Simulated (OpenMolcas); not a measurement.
F+: effect of the basis set

```json
{
 "Program": "OpenMolcas",
 "Method": "RASSCF",
 "Active space": "6 electrons in 9 orbitals (RAS2 2s 2p; RAS3 3d, at most 2 electrons)",
 "State averaging": "2S+1 = 3 even, 3 roots; 2S+1 = 1 even, 6 roots; 2S+1 = 3 odd, 3 roots; 2S+1 = 1 odd, 3 roots",
 "Spin-orbit coupling": "RASSI with atomic mean-field integrals over the reference wave functions, term energies averaged over their components"
}
```

A. ANO-RCC-VTZP [4s3p2d1f], DKH2, point nucleus; cost about 16 core-seconds
B. ANO-R2 [4s4p2d1f], X2C, finite nucleus; cost roughly 21 core-seconds
C. ANO-RCC-VQZP [5s4p3d2f1g], DKH2, point nucleus; cost roughly 40 core-seconds
D. ANO-RCC [8s7p4d3f2g], DKH2, point nucleus; cost about 29 core-seconds

Energies in eV above 2s² 2p⁴ ³P₂, the measured ground level; measured values from NIST Handbook of Basic Atomic Spectroscopic Data.

```json
{"Level": "2s² 2p⁴ ³P₂", "A": "0.0000", "B": "0.0000", "C": "0.0000", "D": "0.0000", "Measured": "0.0000"}
{"Level": "2s² 2p⁴ ³P₁", "A": "0.0399", "B": "0.0392", "C": "0.0393", "D": "0.0395", "Measured": "0.0423"}
{"Level": "2s² 2p⁴ ³P₀", "A": "0.0591", "B": "0.0582", "C": "0.0584", "D": "0.0586", "Measured": "0.0607"}
{"Level": "2s² 2p⁴ ¹D₂", "A": "2.7446", "B": "2.7558", "C": "2.7560", "D": "2.7561", "Measured": "2.5880"}
{"Level": "2s² 2p⁴ ¹S₀", "A": "5.8232", "B": "5.8445", "C": "5.8429", "D": "5.8440", "Measured": "5.5691"}
{"Level": "2s 2p⁵ ³P°₂", "A": "20.8814", "B": "20.8930", "C": "20.8899", "D": "20.8850", "Measured": "20.4323"}
{"Level": "2s 2p⁵ ³P°₁", "A": "20.9198", "B": "20.9310", "C": "20.9280", "D": "20.9233", "Measured": "20.4706"}
{"Level": "2s 2p⁵ ³P°₀", "A": "20.9392", "B": "20.9501", "C": "20.9471", "D": "20.9425", "Measured": "20.4920"}
{"Level": "2s 2p⁵ ¹P°₁", "A": "30.3289", "B": "30.3541", "C": "30.3549", "D": "30.3480", "Measured": ""}
```

Deviations, from unrounded energies. A percentage is the sum of absolute deviations over the sum of measured energies, with the sign that they share, or ± where signs differ.

```csv
Against measurement,Levels,A,B,C,D
mean absolute deviation (cm-1),7,2000,2100,2100,2100
fine structure of the ground term (%),2,-3.9,-5.5,-5.2,-4.7
other terms of the ground configuration (%),2,+5.0,+5.4,+5.4,+5.4
other configurations (%),3,+2.2,+2.2,+2.2,+2.2
```

A, B, C, D lie about equally close to measurement. The largest miss of A in the table is 2s 2p⁵ ³P°₁, by +3600 cm-1. The ranking rests on the paired levels alone, and a cruder setting can come out closer through cancelling errors.

Among A to D the level of the table that moves most is 2s 2p⁵ ¹P°₁, by 210 cm-1 (lowest in A, highest in C).

Without dynamic correlation excited terms often stand tens of per cent too high (terms of higher spin than the ground term too low), and those without a measured partner can miss by more than the paired ones. Active for correlation alone: 3d; no level in the range computed is led by a configuration that fills it, so any true level of that kind is missing. Measured partners are found by configuration, term and J. A level has none where our copy of the source lacks it or the pairing is in doubt (some pairs that miss far off the trend of their configuration count as doubtful), and it then counts in no deviation. Only configurations of the active space appear.

° marks odd parity.
